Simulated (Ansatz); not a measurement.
CH4Ge, SMILES `[CH3][GeH]` (lower singlet) (charge 0, multiplicity 1). This singlet lies 1.08 eV below the relaxed triplet at the level frozen-core CCSD(T)/cc-pVTZ // PBE0-D3(BJ)/def2-TZVP (Ansatz, a program for electronic structure).

The numbers are results of frozen-core fic-MRCISD+Q@CASSCF(2e,2o)/cc-pVTZ // PBE0-D3(BJ)/def2-TZVP run with Ansatz, not measurements.

Ansatz 0.2 input:
```yaml
crystal:
  periodic: [false, false, false]
  atoms:
    - { symbol: C, position_ang: [-0.558828, -0.03051, -0.043766] }
    - { symbol: Ge, position_ang: [1.243159, -0.757622, -0.469771] }
    - { symbol: H, position_ang: [-0.686874, 0.012035, 1.04342] }
    - { symbol: H, position_ang: [-1.36579, -0.618615, -0.480394] }
    - { symbol: H, position_ang: [-0.627939, 1.003006, -0.40055] }
    - { symbol: H, position_ang: [1.99627, 0.391705, 0.351057] }
basis:
  gaussian: { orbitals: cc-pVTZ }
correlation:
  method: fic_mrcisd_q
  active_space: { window: { electrons: 2, orbitals: 2 } }
```

Output:

```
Functional definition: HF
750 factors; integrals over basis functions are off by at most 1.3e-3 eV
mean field evaluation 1: about -57565.7995 eV, gradient 2.6e1 eV
mean field evaluation 2: about -57565.8312 eV, gradient 2.6e1 eV
mean field evaluation 4: about -57567.6516 eV, gradient 2.3e0 eV
mean field evaluation 8: about -57567.6842 eV, gradient 1.6e-1 eV
mean field -57567.68441946 eV, -2115.5733816371 hartree, gradient 9.9e-6 eV, S^2 0.000000; 0 other end points of the search recorded, 0 dependent functions left out; unrestricted orbitals would lower it
reference -57567.68441946 eV, -2115.5733816371 hartree; 21, 21 occupied and 108, 108 virtual orbitals, 750 factors
state -57568.18068700 eV, -2115.5916191328 hartree
contracted CI cycle   1: correlation 0.00000000 eV, 0.0000000000 hartree, residual 3.21e1 eV
contracted CI cycle   2: correlation -8.86900506 eV, -0.3259299243 hartree, residual 4.89e0 eV
contracted CI cycle   3: correlation -9.12793247 eV, -0.3354453313 hartree, residual 1.21e0 eV
contracted CI cycle   4: correlation -9.14491667 eV, -0.3360694890 hartree, residual 3.34e-1 eV
contracted CI cycle   5: correlation -9.14641960 eV, -0.3361247205 hartree, residual 1.02e-1 eV
contracted CI cycle   6: correlation -9.14655064 eV, -0.3361295364 hartree, residual 2.88e-2 eV
contracted CI cycle   7: correlation -9.14656106 eV, -0.3361299192 hartree, residual 7.97e-3 eV
contracted CI cycle   8: correlation -9.14656190 eV, -0.3361299502 hartree, residual 2.41e-3 eV
contracted CI cycle   9: correlation -9.14656199 eV, -0.3361299533 hartree, residual 7.89e-4 eV
state -57568.18068700 eV, -2115.5916191328 hartree; corrected -57578.37059885 eV, -2115.9660914864 hartree
state -57568.06728083 eV, -2115.5874515330 hartree
contracted CI cycle   1: correlation 0.00000000 eV, 0.0000000000 hartree, residual 3.19e1 eV
contracted CI cycle   2: correlation -8.88412356 eV, -0.3264855189 hartree, residual 5.23e0 eV
contracted CI cycle   3: correlation -9.17849871 eV, -0.3373036062 hartree, residual 1.28e0 eV
contracted CI cycle   4: correlation -9.19791348 eV, -0.3380170860 hartree, residual 3.64e-1 eV
contracted CI cycle   5: correlation -9.19963176 eV, -0.3380802316 hartree, residual 1.19e-1 eV
contracted CI cycle   6: correlation -9.19981736 eV, -0.3380870521 hartree, residual 4.25e-2 eV
contracted CI cycle   7: correlation -9.19983966 eV, -0.3380878715 hartree, residual 1.54e-2 eV
contracted CI cycle   8: correlation -9.19984254 eV, -0.3380879774 hartree, residual 5.21e-3 eV
contracted CI cycle   9: correlation -9.19984289 eV, -0.3380879902 hartree, residual 1.80e-3 eV
state -57568.06728083 eV, -2115.5874515330 hartree; corrected -57578.36828725 eV, -2115.9660065365 hartree
state -57568.18068700 eV, -2115.5916191328 hartree; corrected -57578.37059885 eV, -2115.9660914864 hartree
2 active orbitals were swapped for others, from the solution at -57568.06725963 eV, -2115.5874507539 hartree to that at -57568.18036630 eV, -2115.5916073475 hartree; typed "places" are swapped only where nearly empty or full, and so, without "given_window_search", are "orbital_numbers", "shells" and a window whose orbitals a file names under [Active]
Total energy: -57578.37059885 eV, -2115.9660914864 hartree
```
